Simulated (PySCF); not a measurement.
# How methods differ on the excitation energy of P²⁺

P²⁺ [Ne] 3s2 3p1 (2P) → P²⁺ [Ne] 3s1 3p1 3d1 (high-spin determinant), as a difference of total energies. Calculation: PySCF 2.14, in aug-cc-pCVTZ-DK (8s7p5d3f, 75 functions); scalar relativity by spin-free X2C-1e. Correlated levels: valence: [Ne] frozen; valence and next inner shell: 1s2 frozen; nothing frozen. The calculations carry no spin-orbit coupling.

```json
{"method": "UHF", "excitation energy (eV)": "19.762"}
{"method": "LDA", "excitation energy (eV)": "19.846"}
{"method": "PBE", "excitation energy (eV)": "19.639"}
{"method": "PBE0", "excitation energy (eV)": "19.900"}
{"method": "r2SCAN", "excitation energy (eV)": "19.429"}
{"method": "revPBE", "excitation energy (eV)": "19.513"}
{"method": "wB97X-V", "excitation energy (eV)": "20.311"}
{"method": "wB97X", "excitation energy (eV)": "20.183"}
{"method": "LC-wPBE", "excitation energy (eV)": "20.113"}
{"method": "MP2 (valence)", "excitation energy (eV)": "20.646"}
{"method": "SCS-MP2 (valence)", "excitation energy (eV)": "21.091"}
{"method": "MP2 (valence and next inner shell)", "excitation energy (eV)": "20.830"}
{"method": "SCS-MP2 (valence and next inner shell)", "excitation energy (eV)": "21.232"}
{"method": "MP2 (all electrons)", "excitation energy (eV)": "20.825"}
{"method": "SCS-MP2 (all electrons)", "excitation energy (eV)": "21.229"}
```

**Question.** How much does correlation contribute at MP2 (all electrons)?

**Answer.** 20.825 − (19.762) = 1.063 eV, measured against UHF.

A first-order spin-orbit estimate (lowest level to lowest level, LS coupling) adds 0.010 eV.

The promoted electron is Rydberg-like, and one or two diffuse shells describe it only roughly, which tends to raise the upper state.

The determinant of the upper state mixes LS terms, which raises its energy above the lowest term, most at the Hartree-Fock and MP2 levels.
